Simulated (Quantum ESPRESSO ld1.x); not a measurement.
Q: The mean radii <r> (bohr) of the occupied orbitals of an atom or ion are listed with their occupations. Method: scalar-relativistic Kohn-Sham, LDA (Slater exchange, Perdew-Wang correlation), spin-polarised, spherical densities, point nucleus; computed with ld1.x of Quantum ESPRESSO 7.5.

orbital  occ.      <r>
1s down     1  0.05038
1s up       1  0.05038
2s down     1   0.2266
2s up       1   0.2266
2p down     3   0.1984
2p up       3   0.1984
3s down     1   0.6830
3s up       1   0.6830
3p down     3   0.7147
3p up       3   0.7147
3d up       5   0.8804
3d down     5   0.8802
4f up       1    8.753

Name the element and its charge. Open shells, if any, are filled with parallel spins first.

A: Z = 30, zinc, charge +1: Zn+ in [Ar] 3d10 4f1. The 1s radius gives Z: for a bare nucleus <r> = (2 gamma + 1)/(2Z) with gamma = sqrt(1 - (Z/c)^2), 0.04919 bohr for Z = 30, and screening makes it slightly larger (0.05038 here). The occupations add up to 29, and the charge is Z minus that.
